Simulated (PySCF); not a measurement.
Gas-phase reaction: 3 SnCl₂ + 2 Br₂ ⇌ SnBr₄ + 2 SnCl₃, at 600 K and a standard pressure of 1 bar. Level: ωB97M-V/def2-TZVP†.

Method: PySCF energies plus ideal-gas RRHO corrections (1 bar). † marks an energy on the PBE0/def2-TZVP geometry and frequencies. Open shells (unrestricted): SnCl₃ (multiplicity 2); the rest are closed-shell singlets. Sn: scalar-relativistic def2 core potential, no spin-orbit coupling. Br: all electrons, no relativistic terms. SnCl₃: computed as isolated molecules; such fragments, hydroxides, amides, oligomers or adducts are transient or little studied in the gas. The harmonic model lacks anharmonicity and excited electronic states, which grow with temperature; levels with a mode under 35 cm⁻¹ are left out. Soft modes under 120 cm⁻¹ make the harmonic entropy rough for SnCl₂, SnBr₄, SnCl₃.

```tsv
species	E (Ha)	H(600 K) − E (kJ/mol)	S°(600 K) (J/mol/K)
SnCl₂	-1134.75525	35.5	345.1
Br₂	-5148.01406	22.7	270.6
SnBr₄	-10510.50816	65.6	488.3
SnCl₃	-1594.95173	50.9	407.1
```
E: electronic energy; H − E holds the zero-point and thermal terms. 1 Ha = 2625.5 kJ/mol.

Work out ΔH°, ΔS°, ΔG° and log10 K from these numbers.

1. ΔE = 1×(-10510.50816) + 2×(-1594.95173) − 3×(-1134.75525) − 2×(-5148.01406) = -0.11775 Ha = -309.2 kJ.
2. Δ(H − E) = 1×(65.6) + 2×(50.9) − 3×(35.5) − 2×(22.7) = 15.5 kJ, so ΔH° = -293.7 kJ.
3. ΔS° = 1×(488.3) + 2×(407.1) − 3×(345.1) − 2×(270.6) = -274.0 J/K; the number of gas molecules changes by -2.
4. ΔG° = ΔH° − TΔS° = -293.7 − 600×(-274.0)/1000 = -129.3 kJ.
5. log10 K = −ΔG°/(RT ln 10) = 11.25, with RT ln 10 = 11.49 kJ/mol; at standard pressures the products are favoured.
6. A shift of 10 kJ in ΔE would move log10 K by 0.87 here.
For scale, ΔH°(298 K) is -301 kJ at this level, -315 kJ at ωB97X-V/def2-TZVP†, and runs from -403 to -7 kJ over the 17 levels computed.
